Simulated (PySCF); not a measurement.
# Ag: ionisation energy

Ag [Kr] 4d10 5s1 [5s1/2^1, M_J = 1/2] → Ag⁺ [Kr] 4d10, as a difference of total energies. Calculation: PySCF 2.14, in x2c-TZVPall-2c (8s9p7d1f, 77 functions); the two-component X2C-1e Hamiltonian. Correlated levels: [Ar] 3d10 frozen; the 6 highest virtual spinors dropped. "Screened" scales the spin-orbit matrix elements by Boettger's factors to mimic the two-electron term; Breit and QED terms are absent.

```csv
method,ionisation energy (eV)
GHF (spin-free),6.354
GMP2 (spin-free),7.204
GHF (screened spin-orbit),6.356
GMP2 (screened spin-orbit),7.206
```

Problem. How much does correlation contribute at GMP2 (screened spin-orbit)?

Solution. 7.206 − (6.356) = 0.850 eV, measured against GHF (screened spin-orbit).

Errors of the correlated levels include the incompleteness of this basis and the frozen core.

For comparison: 7.576 eV (measured; NIST Atomic Spectra Database, ionization energies).
